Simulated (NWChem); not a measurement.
All runs are NWChem calculations. System: AlP, charge 0, spin multiplicity 3, at a geometry optimised with UB3LYP/def2-SVP. The structure started from a generated list of species. Its SCF solution wasn't tested for a lower state. Level: UPBE/def2-TZVP.

Job file:

```
start mol
memory heap 200 mb stack 900 mb global 1100 mb
geometry units angstroms nocenter noautoz
  Al     0.000000     0.000000     1.190053
  P      0.000000     0.000000    -1.031380
  symmetry group C2v
end
basis spherical
  * library def2-tzvp
end
dft
  xc xpbe96 cpbe96
  odft
  mult 3
  semidirect memsize 60000000 filesize 0
  iterations 100
end
task dft energy
```

Part of the output:

```
             Northwest Computational Chemistry Package (NWChem) 7.3.0
             --------------------------------------------------------

                                NWChem Input Module
                                -------------------

 Scaling coordinates for geometry "geometry" by  1.889725989
 (inverse scale =  0.529177249)

 Turning off AUTOSYM since
 SYMMETRY directive was detected!

                             Geometry "geometry" -> ""
                             -------------------------

 Output coordinates in angstroms (scale by  1.889725989 to convert to a.u.)

  No.       Tag          Charge          X              Y              Z
 ---- ---------------- ---------- -------------- -------------- --------------
    1 Al                  13.0000     0.00000000     0.00000000     1.19005300
    2 P                   15.0000     0.00000000     0.00000000    -1.03138000

 Effective nuclear repulsion energy (a.u.)      46.4518009568

            Nuclear Dipole moment (a.u.)
            ----------------------------
        X                 Y               Z
 ---------------- ---------------- ----------------
     0.0000000000     0.0000000000    -0.0000207870

      Symmetry information
      --------------------

 Group name             C2v
 Group number             16
 Group order               4
 No. of unique centers     2

      Symmetry unique atoms

     1    2


 Summary of "ao basis" -> "" (spherical)
 ------------------------------------------------------------------------------
       Tag                 Description            Shells   Functions and Types
 ---------------- ------------------------------  ------  ---------------------
 *                         def2-tzvp                  on all atoms

  pbe96 is a nonlocal functional; adding pw91lda local functional.

                                 NWChem DFT Module
                                 -----------------

 Summary of "ao basis" -> "ao basis" (spherical)
 ------------------------------------------------------------------------------
       Tag                 Description            Shells   Functions and Types
 ---------------- ------------------------------  ------  ---------------------
 Al                        def2-tzvp                13       37   5s5p2d1f
 P                         def2-tzvp                13       37   5s5p2d1f

 Summary of "ao basis" -> "ao basis" (spherical)
 ------------------------------------------------------------------------------
       Tag                 Description            Shells   Functions and Types
 ---------------- ------------------------------  ------  ---------------------
 Al                        def2-tzvp                13       37   5s5p2d1f
 P                         def2-tzvp                13       37   5s5p2d1f

      Symmetry analysis of basis
      --------------------------

        a1         32
        a2          6
        b1         18
        b2         18

            General Information
            -------------------
          SCF calculation type: DFT
          Wavefunction type:  spin polarized.
          No. of atoms     :     2
          No. of electrons :    28
           Alpha electrons :    15
            Beta electrons :    13
          Charge           :     0
          Spin multiplicity:     3
          Use of symmetry is: on ; symmetry adaption is: on
          Maximum number of iterations: 100
          AO basis - number of functions:    74
                     number of shells:    26
[...]
              MO Center=  3.8D-15,  2.8D-15,  2.4D-01, r^2= 3.4D+00
   Bfn.  Coefficient  Atom+Function         Bfn.  Coefficient  Atom+Function
  ----- ------------  ---------------      ----- ------------  ---------------
     4      0.637573  1 Al s                  3     -0.314009  1 Al s
    41     -0.285502  2 P  s                 42     -0.247202  2 P  s
     5      0.245198  1 Al s                 54      0.217610  2 P  pz
    40      0.176826  2 P  s                 57      0.133402  2 P  pz
    51      0.106418  2 P  pz                45     -0.094658  2 P  pz

 Vector   13  Occ=1.000000D+00  E=-1.803499D-01  Symmetry=b1
              MO Center= -1.4D-14,  1.4D-14, -5.1D-01, r^2= 2.7D+00
   Bfn.  Coefficient  Atom+Function         Bfn.  Coefficient  Atom+Function
  ----- ------------  ---------------      ----- ------------  ---------------
    52      0.415165  2 P  px                55      0.313777  2 P  px
    15      0.234251  1 Al px                18      0.185778  1 Al px
    49      0.183046  2 P  px                43     -0.160793  2 P  px
    46     -0.069687  2 P  px                 6     -0.058974  1 Al px
     9     -0.048337  1 Al px                29      0.045436  1 Al d  1

 Vector   14  Occ=0.000000D+00  E=-1.667368D-01  Symmetry=b2
              MO Center= -8.6D-16,  4.6D-15, -4.4D-01, r^2= 2.9D+00
   Bfn.  Coefficient  Atom+Function         Bfn.  Coefficient  Atom+Function
  ----- ------------  ---------------      ----- ------------  ---------------
    53      0.390983  2 P  py                56      0.310628  2 P  py
    16      0.253737  1 Al py                19      0.210456  1 Al py
    50      0.181583  2 P  py                44     -0.156735  2 P  py
    47     -0.067220  2 P  py                 7     -0.063643  1 Al py
    10     -0.052756  1 Al py                27     -0.042922  1 Al d -1

 Vector   15  Occ=0.000000D+00  E=-1.613853D-01  Symmetry=a1
              MO Center=  1.7D-14, -7.1D-15,  4.8D-01, r^2= 4.4D+00
   Bfn.  Coefficient  Atom+Function         Bfn.  Coefficient  Atom+Function
  ----- ------------  ---------------      ----- ------------  ---------------
     5      0.472777  1 Al s                 54     -0.345414  2 P  pz
    17      0.325341  1 Al pz                57     -0.320302  2 P  pz
     4      0.250942  1 Al s                 51     -0.162614  2 P  pz
    20      0.148445  1 Al pz                45      0.139893  2 P  pz
     3     -0.133038  1 Al s                  8     -0.091847  1 Al pz

 Vector   16  Occ=0.000000D+00  E=-6.672473D-02  Symmetry=b1
              MO Center= -2.3D-14, -3.0D-16,  8.1D-01, r^2= 4.7D+00
   Bfn.  Coefficient  Atom+Function         Bfn.  Coefficient  Atom+Function
  ----- ------------  ---------------      ----- ------------  ---------------
    18      0.641477  1 Al px                15      0.446936  1 Al px
    55     -0.383161  2 P  px                52     -0.237869  2 P  px
    49     -0.128798  2 P  px                 6     -0.103222  1 Al px
    43      0.098761  2 P  px                 9     -0.085544  1 Al px
    46      0.044805  2 P  px                66     -0.042542  2 P  d  1

   alpha - beta orbital overlaps
   -----------------------------

   alpha      1      2      3      4      5      6      7      8      9     10
    beta      1      2      3      4      5      6      7      8      9     10
 overlap   1.000  1.000  1.000  1.000  1.000  1.000  1.000  1.000  1.000  1.000

   alpha     11     12     13     14     15     16     17     18     19     20
    beta     11     12     14     15     13     17     16     18     19     23
 overlap   0.999  0.998  0.990  0.999  0.999  0.990  0.998  0.993  0.967  0.980

   alpha     21     22     23     24     25     26     27     28     29     30
    beta     20     21     22     24     25     27     26     29     28     30
 overlap   0.999  0.967  0.987  0.975  0.975  0.977  0.987  0.994  1.000  0.999

   alpha     31     32     33     34     35     36     37     38     39     40
    beta     31     32     33     35     34     36     40     37     38     39
 overlap   0.983  0.994  0.990  0.997  0.999  0.997  0.999  1.000  0.999  0.999

   alpha     41     42     43     44     45     46     47     48     49     50
    beta     41     42     43     44     45     46     48     47     49     50
 overlap   1.000  1.000  1.000  0.996  0.927  0.928  1.000  0.999  1.000  0.996

   alpha     51     52     53     54     55     56     57     58     59     60
    beta     52     51     54     53     55     57     56     58     60     59
 overlap   0.995  0.996  0.992  0.994  0.986  0.769  1.000  0.775  0.995  0.998

   alpha     61     62     63     64     65     66     67     68     69     70
    beta     62     61     64     63     65     66     67     69     68     70
 overlap   0.996  0.999  0.997  0.999  0.996  0.996  1.000  1.000  1.000  1.000

   alpha     71     72     73     74
    beta     71     72     73     74
 overlap   1.000  1.000  1.000  1.000

     --------------------------
     Expectation value of S2:
     --------------------------
      <S2> =      2.0070 (Exact =     2.0000)

 center of mass
 --------------
 x =   0.00000000 y =   0.00000000 z =   0.00533920

 moments of inertia (a.u.)
 ------------------
         254.115768165819           0.000000000000           0.000000000000
           0.000000000000         254.115768165819           0.000000000000
           0.000000000000           0.000000000000           0.000000000000

     Multipole analysis of the density
     ---------------------------------

     L   x y z        total         alpha         beta         nuclear
     -   - - -        -----         -----         ----         -------
     0   0 0 0     -0.000000    -15.000000    -13.000000     28.000000

     1   1 0 0     -0.000000     -0.000000      0.000000      0.000000
     1   0 1 0      0.000000     -0.000000      0.000000      0.000000
     1   0 0 1      0.875554      0.594759      0.280815     -0.000021

     2   2 0 0    -21.196121    -11.954278     -9.241844      0.000000
     2   1 1 0      0.000000     -0.000000      0.000000      0.000000
     2   1 0 1      0.000000      0.000000      0.000000      0.000000
     2   0 2 0    -18.104560    -12.138175     -5.966385      0.000000
     2   0 1 1      0.000000      0.000000     -0.000000      0.000000
     2   0 0 2    -18.457967    -79.391888    -61.793241    122.727162

 Task  times  cpu:        3.7s     wall:        3.7s

 Total times  cpu:        3.8s     wall:        3.8s
```
